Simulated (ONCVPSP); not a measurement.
# Reading a pseudo-wave (lithium)

Columns: radius, all-electron u(r) and pseudo u(r) of the 1s shell (level -52.25 eV) of lithium in the configuration 1s2 2s0.75 2p0.25; PBE, scalar-relativistic, ONCV scheme, ONCVPSP 4.0.1.

| r (bohr) | all-electron | pseudo |
| --- | --- | --- |
| 0.220 | 1.0687 | 1.0244 |
| 0.440 | 1.1560 | 1.2056 |
| 0.660 | 0.9666 | 0.9748 |
| 0.880 | 0.7349 | 0.7349 |
| 1.100 | 0.5330 | 0.5330 |
| 1.320 | 0.3762 | 0.3762 |
| 1.540 | 0.2607 | 0.2607 |
| 1.760 | 0.1780 | 0.1780 |
| 1.980 | 0.1206 | 0.1206 |
| 2.200 | 0.0815 | 0.0814 |
| 2.420 | 0.0548 | 0.0548 |
| 2.640 | 0.0368 | 0.0368 |
| 2.860 | 0.0246 | 0.0246 |
| 3.080 | 0.0164 | 0.0164 |
| 3.300 | 0.0109 | 0.0109 |
| 3.520 | 0.0072 | 0.0072 |
| 3.740 | 0.0048 | 0.0048 |
| 3.960 | 0.0032 | 0.0032 |
| 4.180 | 0.0021 | 0.0021 |
| 4.400 | 0.0014 | 0.0014 |
| 4.620 | 0.0009 | 0.0009 |
| 4.840 | 0.0006 | 0.0006 |
| 5.060 | 0.0004 | 0.0004 |
| 5.280 | 0.0003 | 0.0003 |
| 5.500 | 0.0002 | 0.0002 |
| 5.720 | 0.0001 | 0.0001 |

(1) How many radial nodes do the two functions have?

(2) At about which radius was the pseudo-wave matched?

(3) Where does each function peak?

(4) Is the pseudo-wave norm-conserving?

Answers

(1) The all-electron 1s function has n − l − 1 = 0; the pseudo-wave has 0.

(2) 1.00 bohr, where the columns begin to agree (steps of 0.22 bohr).

(3) Outermost all-electron maximum near 0.44 bohr, pseudo maximum near 0.44 bohr (to the table’s step).

(4) Yes: the ONCV scheme keeps the norm inside the radius equal to the all-electron one, which fixes the energy derivative of the logarithmic derivative at the level.
